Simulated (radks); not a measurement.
The numbers below are computed, except where a source is named.
Ionisation ladder of tin, from Sn6+ to Sn18+. Each ion is in the ground configuration listed by NIST, and IE = E(next ion) - E(this ion). Level of theory: scalar-relativistic Kohn-Sham, r2SCAN, spin-polarised, spherical densities, finite nucleus; open shells are filled with parallel spins first (spin-orbit coupling, left out, can overturn this in heavy ions); meta-GGA in the generalised Kohn-Sham scheme; Fermi nuclear charge, rms radius 4.6519 fm (a radial shooting solver on a logarithmic mesh with Libxc functionals).

species      configuration  E (hartree)  IE, Delta-SCF (eV)  -e(HOMO) (eV)     HOMO  <r> HOMO (bohr)  IE, NIST (eV)    kind  error (eV)
Sn6+              [Kr] 4d8  -6168.13194              115.50         105.64  4d down             1.01            113  theory        +2.6
Sn7+              [Kr] 4d7  -6163.88756              135.69         125.51  4d down            0.981            135  theory        +0.7
Sn8+              [Kr] 4d6  -6158.90117              156.42         146.01  4d down            0.958            156  theory        +0.4
Sn9+              [Kr] 4d5  -6153.15270              186.72         175.39    4d up            0.931            184  theory        +2.7
Sn10+             [Kr] 4d4  -6146.29074              209.88         198.25    4d up            0.912            208  theory        +1.9
Sn11+             [Kr] 4d3  -6138.57793              233.60         221.70    4d up            0.893            232  theory        +1.6
Sn12+             [Kr] 4d2  -6129.99327              257.83         245.69    4d up            0.876            258  theory        -0.2
Sn13+             [Kr] 4d1  -6120.51825              282.48         270.15    4d up            0.859            282  theory        +0.5
Sn14+                 [Kr]  -6110.13738              384.49         371.21       4p            0.791            379  theory        +5.5
Sn15+    [Ar] 3d10 4s2 4p5  -6096.00777              411.20         398.02  4p down            0.782            407  theory        +4.2
Sn16+    [Ar] 3d10 4s2 4p4  -6080.89634              437.39         424.56  4p down            0.773            437  theory        +0.4
Sn17+    [Ar] 3d10 4s2 4p3  -6064.82272              475.22         461.19    4p up            0.762            466  theory        +9.2
Sn18+    [Ar] 3d10 4s2 4p2  -6047.35866              503.45         489.53    4p up            0.754            506  theory        -2.6

Reference values: NIST Atomic Spectra Database (exp. = measured, semi-emp. = semi-empirical, theory = theoretical value adopted there). The ionisation energy per charge of the ion left behind rises most, in proportion, at Sn14+ ([Kr]), from 20.177 to 25.632 eV. Open shells are spherical and high-spin; term and fine-structure splittings are not resolved. Spin-orbit splitting is averaged out at the scalar-relativistic level.
